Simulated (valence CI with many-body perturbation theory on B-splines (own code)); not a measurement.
## Sm XXIV: magnetic and hyperfine properties of the levels

Calculated by configuration interaction combined with many-body perturbation theory (CI+MBPT): three valence electrons over a frozen Dirac-Fock core [Kr], a basis of 9 s, 9 p, 10 d, 8 f, 5 g, 3 h, 1 i functions for each j, with the one-electron correlation potential Σ1 (screened to all orders), the two-electron term Σ2, the three-electron term Σ3, Breit, model QED; selected single and double excitations, second order for the rest (own B-spline code, finite nucleus).

No measured levels were compared; by estimate terms of the open shell hold to 2 to 4 % of their energy, and close levels can change places. Only levels of the ground parity were solved; by the run's estimate the other parity begins above the list, which can be wrong where configurations are misplaced.

A/g_I is the dipole constant over the nuclear g factor μ/I (μ in nuclear magnetons, uniformly magnetised nucleus), B/Q the quadrupole constant per barn. Both hold the static response of the core; the bare values leave it out. Large factors of s and p1/2 electrons are usually good to 5 to 10 %; those of open d and f shells near neutrality can be off by tens of per cent, and small factors of p3/2, d and f electrons come from cancelling terms and can be off by a factor of two or in sign, in half-filled shells by more. B is blank for J = 1/2, where it vanishes, and for nearly pure S terms. Energies count from the lowest level.

Levels are named by their leading jj configuration (3d3/2^4 stands for four electrons in 3d with j = 3/2), which in mixed levels can hold well under half, so a name can repeat and another be missing. Letters in brackets count levels of one name in rising energy.

| Level | E (cm⁻¹) | g | A/g_I (MHz) | A/g_I bare | B/Q (MHz/b) | B/Q bare |
| --- | --- | --- | --- | --- | --- | --- |
| (4d3/2^3) J=3/2 | 0.0 | 0.578 | 12000 | 11200 | -5390 | -5150 |
| (4d3/2^2 4d5/2) J=5/2 [a] | 35615 | 1.043 | 6500 | 6410 | -3220 | -3090 |
| (4d3/2^2 4d5/2) J=3/2 | 53704 | 1.302 | 4910 | 5170 | -2940 | -2800 |
| (4d3/2^2 4d5/2) J=7/2 | 54030 | 1.122 | 6340 | 6350 | -37.8 | -54.2 |
| (4d3/2^2 4d5/2) J=9/2 | 60048 | 1.109 | 6900 | 6880 | 5410 | 5140 |
| (4d3/2^2 4d5/2) J=1/2 | 62859 | 1.992 | -6330 | -5020 |  |  |
| (4d3/2 4d5/2^2) J=7/2 [a] | 95532 | 1.024 | 6140 | 6030 | 1790 | 1710 |
| (4d3/2^2 4d5/2) J=5/2 [b] | 95834 | 1.486 | 2120 | 2660 | 7620 | 7250 |
| (4d3/2 4d5/2^2) J=9/2 | 101250 | 1.126 | 5580 | 5600 | 3840 | 3640 |
| (4d3/2 4d5/2^2) J=3/2 [a] | 112980 | 1.160 | 5940 | 6000 | -7110 | -6780 |
| (4d3/2 4d5/2^2) J=1/2 | 118650 | 1.341 | -1620 | -1230 |  |  |
| (4d3/2 4d5/2^2) J=11/2 | 123950 | 1.089 | 6220 | 6190 | 15300 | 14600 |
| (4d3/2 4d5/2^2) J=5/2 [a] | 131700 | 1.165 | 4270 | 4370 | 5980 | 5690 |
| (4d3/2 4d5/2^2) J=5/2 [b] | 138470 | 1.025 | 5960 | 5840 | 2000 | 1900 |
| (4d3/2 4d5/2^2) J=7/2 [b] | 145220 | 1.117 | 6240 | 6250 | 3490 | 3340 |
| (4d5/2^3) J=9/2 | 157130 | 1.113 | 4770 | 4790 | 3150 | 3010 |
| (4d5/2^3) J=3/2 | 166040 | 1.165 | 6200 | 6270 | 2940 | 2800 |
| (4d3/2 4d5/2^2) J=3/2 [b] | 203860 | 0.850 | 9000 | 8620 | 7220 | 6880 |
| (4d5/2^3) J=5/2 | 216690 | 1.157 | 4640 | 4720 | 3370 | 3220 |

Question: Take the isotope of mass number 147, with I = 7/2, μ = -0.809 μN and Q = -0.26 b. What is the hyperfine structure of (4d3/2^2 4d5/2) J=9/2?

Answer: From the table A = -1590 MHz, B = -1410 MHz. Shifts from the centre of gravity in MHz: F = 1: 30000, F = 2: 27000, F = 3: 22500, F = 4: 16400, F = 5: 8640, F = 6: -832, F = 7: -12100, F = 8: -25400.
